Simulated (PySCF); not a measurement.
## How exact exchange moves a shielding

Molecule: `Bc1ccco1`, C$_{4}$H$_{5}$BO.

Geometry:
```
atom   x (Å)   y (Å)   z (Å)
  B1   2.118  -0.051   0.068
  C2   0.607   0.029   0.026
  C3  -0.367  -0.919  -0.250
  C4  -1.626  -0.287  -0.141
  C5  -1.343   1.015   0.194
  O6  -0.038   1.215   0.296
  H7   2.641  -1.112  -0.177
  H8   2.782   0.919   0.339
  H9  -0.167  -1.959  -0.502
 H10  -2.613  -0.720  -0.287
 H11  -1.984   1.875   0.383
```

GIAO shieldings (ppm, equivalent atoms averaged) in PySCF on the PBE0-D3(BJ)/def2-SVP geometry, basis pcSseg-2, gas phase, non-relativistic:

| functional | exact exchange (%) | σ(B1) | σ(C4) | σ(O6) |
| --- | --- | --- | --- | --- |
| BLYP | 0 | 35.0 | 54.8 | -16.0 |
| BP86 | 0 | 37.3 | 59.0 | -12.0 |
| PBE | 0 | 35.7 | 58.9 | -13.4 |
| B3LYP | 20 | 38.4 | 58.1 | -9.3 |
| PBE0 | 25 | 40.4 | 63.1 | -5.2 |
| BHandHLYP | 50 | 44.5 | 63.8 | 3.3 |
| HF | 100 | 57.5 | 76.0 | 31.6 |

**Question.** Fit each shielding as a line in the percentage of exact exchange.

**Answer.** σ(B1) = 35.4 + 0.21 x (rms 1.1 ppm); σ(C4) = 57.0 + 0.18 x (rms 2.0 ppm); σ(O6) = -15.4 + 0.44 x (rms 2.5 ppm). The functionals also differ in their semilocal parts, which the line can't hold; Hartree–Fock has no correlation at all.

**Question.** What does the line predict for mPW1PW91 (25 %), and what does the run give?

**Answer.** σ(B1): 40.6 predicted, 40.8 computed; σ(C4): 61.5 predicted, 62.4 computed; σ(O6): -4.4 predicted, -5.5 computed ppm.
